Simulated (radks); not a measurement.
The table gives one normalised radial function P(r) = r R(r) (large component) of Au3+ in [Xe] 4f14 5d8 (r in bohr). Method: Dirac Kohn-Sham, PBE, spin-unpolarised, spherical densities, point nucleus; open shells fill j = l - 1/2 first; computed with a radial shooting solver on a logarithmic mesh with Libxc functionals.

r           P
0.001479   0.0143
0.001973   0.0196
0.002611   0.0269
0.003482   0.0376
0.004607   0.0525
0.006145   0.0743
0.00813    0.1037
0.01084    0.1440
0.01435    0.1929
0.01914    0.2483
0.02532    0.2942
0.03377    0.3073
0.04468    0.2514
0.0596     0.0919
0.07885   -0.1495
0.1052    -0.3828
0.1392    -0.4138
0.1856    -0.1082
0.2456     0.3829
0.3275     0.6401
0.4334     0.2955
0.578     -0.4884
0.7648    -1.0852
1.02      -1.1242
1.35      -0.7383
1.8       -0.3125
2.382     -0.0857
3.177     -0.0128
4.203     -0.0010

Which n and l does it have? It may be an empty orbital.

Answer. n = 5, l = 1: the number of nodes gives n - l - 1 = 3, the rise at small r points to l (for j = l - 1/2 the large component starts as r^gamma with gamma = sqrt(l^2 - (Z/c)^2) = 0.82 and the r^(l+1) term takes over further out; the orbital of l - 1 with the same j starts with the same power, but with a larger coefficient, and does not steepen), and the extent must fit the shell. The curve is that of 5p1/2; the two j differ most near the nucleus, where j = l - 1/2 has the larger amplitude, and in heavy atoms j = l - 1/2 is also the more compact. 5p1/2: eigenvalue -107.67 eV, 3 radial nodes at r = 0.0668, 0.198, 0.487 bohr, <r> = 0.997 bohr, 90 % of the charge inside 1.44 bohr.
